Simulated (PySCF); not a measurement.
C4H6ClF, SMILES C(=C(\CC)F)/Cl.

Geometry: B3LYP-D3(BJ)/def2-SVP. The structure was generated by enumeration; whether it is a known compound was not checked. The values are those of a single conformer.

These are B3LYP-D3(BJ)/def2-SVP run with PySCF values and carry that method's errors.

Frequencies are harmonic and unscaled.

Computed harmonic wavenumbers and intensities:
```csv
mode,ν (cm⁻¹),IR (km/mol),Raman (Å⁴/amu),depolarisation,moving atoms (share of kinetic energy)
1,79,0.2,0.5,0.74,"C 41 %, H 25 %, F 23 %, Cl 11 %"
2,154,0.2,1.2,0.69,"C 54 %, H 19 %, Cl 17 %, F 9 %"
3,186,0.4,0.4,0.74,"H 43 %, F 21 %, Cl 18 %, C 18 %"
4,240,1.1,0.9,0.61,"H 54 %, F 28 %, Cl 11 %"
5,317,1.2,1.3,0.52,"C 59 %, H 24 %, F 14 %"
6,365,1.3,2.7,0.26,"C 33 %, H 28 %, Cl 25 %, F 14 %"
7,530,6.8,4.2,0.54,"C 58 %, H 18 %, F 15 %, Cl 9 %"
8,652,2.0,3.4,0.74,"C 73 %, H 19 %"
9,782,10.3,1.7,0.72,"H 80 %, C 19 %"
10,797,17.4,2.3,0.74,"H 74 %, C 24 %"
11,839,21.2,4.7,0.16,"C 60 %, F 15 %, H 15 %, Cl 10 %"
12,880,49.7,4.7,0.19,"C 57 %, H 22 %, F 16 %"
13,996,21.8,4.6,0.65,"H 45 %, C 45 %, F 10 %"
14,1080,12.5,5.8,0.25,"C 54 %, H 45 %"
15,1091,4.3,5.7,0.54,"H 64 %, C 35 %"
16,1184,33.1,8.7,0.46,"H 65 %, C 30 %"
17,1265,7.9,11.3,0.63,"H 78 %, C 21 %"
18,1331,16.8,1.4,0.74,"H 62 %, C 35 %"
19,1365,33.1,13.0,0.39,"C 55 %, H 42 %"
20,1396,1.7,2.0,0.59,"H 78 %, C 22 %"
21,1446,5.4,19.1,0.75,"H 92 %, C 8 %"
22,1468,7.5,19.7,0.73,H 97 %
23,1484,7.8,10.9,0.68,H 93 %
24,1748,39.4,52.7,0.21,C 96 %
25,3027,15.9,175.0,0.14,H 94 %
26,3039,23.0,120.9,0.01,H 97 %
27,3096,6.3,86.2,0.67,"H 91 %, C 9 %"
28,3124,22.0,90.2,0.65,"H 90 %, C 10 %"
29,3133,16.7,52.5,0.72,"H 91 %, C 9 %"
30,3234,10.7,65.1,0.27,"H 91 %, C 9 %"
```
